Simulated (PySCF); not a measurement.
Computed shifts of a molecule C3H6O2Si, PySCF with PBE0/pcSseg-1, GIAO, gas phase, equivalent atoms averaged, in ppm (number of nuclei): ¹³C: 184.7 (1), 153.5 (1), 113.2 (1). ²⁹Si: -81.3 (1). ¹H: 6.98 (1), 6.60 (1), 5.29 (1), 4.41 (3). References: ¹³C against TMS (σ = 186.3 ppm); ¹⁷O against H2O (σ = 334.2 ppm); ²⁹Si against TMS (σ = 352.7 ppm); ¹H against TMS (σ = 31.56 ppm), references at their B3LYP-D3(BJ)/def2-TZVP geometries, non-relativistic. Geometry: PBE0-D3(BJ)/def2-SVP. Other conformers were not sampled.

**Question.** Pick the molecule that these values belong to.
A) C=C1OCO[SiH2]1
B) C=COC(=O)[SiH3]
C) C#CC[SiH](O)O
D) CO[Si@H]1C=CO1

**Answer.** B, C=COC(=O)[SiH3]
